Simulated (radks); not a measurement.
Values are calculated unless marked as measured or tabulated.
All-electron atom: Mn+ in [Ne] 3s2 3p5.75 3d5 4s1 4p0.25 (fractional occupations, a model configuration). Level of theory: scalar-relativistic Kohn-Sham, PBE, spin-polarised, spherical densities, point nucleus; open shells are filled with parallel spins first (a radial shooting solver on a logarithmic mesh with Libxc functionals).

Normalised radial functions P(r) = r R(r), r in bohr:

r,3s up,4s up
0.009048,0.2076,0.0636
0.01188,0.2512,0.0769
0.01571,0.2973,0.0910
0.02063,0.3371,0.1032
0.02707,0.3617,0.1106
0.03554,0.3565,0.1089
0.04702,0.3007,0.0916
0.06172,0.1793,0.0542
0.08101,-0.0155,-0.0058
0.1063,-0.2648,-0.0822
0.1396,-0.5082,-0.1561
0.1847,-0.6423,-0.1943
0.2424,-0.5395,-0.1569
0.3182,-0.1516,-0.0300
0.4176,0.4323,0.1518
0.5525,0.9869,0.2997
0.7253,1.2126,0.2950
0.952,1.0487,0.0995
1.25,0.6634,-0.2197
1.64,0.3029,-0.5225
2.17,0.0913,-0.6785
2.848,0.0179,-0.6228
3.739,0.0019,-0.4197
4.908,0.0001,-0.2032
6.493,0.0000,-0.0633
8.523,0.0000,-0.0120
11.19,0.0000,-0.0012

3s up: eigenvalue -97.900 eV, 2 radial nodes at r = 0.0795, 0.343 bohr, <r> = 0.849 bohr, 90 % of the charge inside 1.27 bohr. 4s up: eigenvalue -13.308 eV, 3 radial nodes at r = 0.0792, 0.334, 1.04 bohr, <r> = 2.69 bohr, 90 % of the charge inside 4.00 bohr.
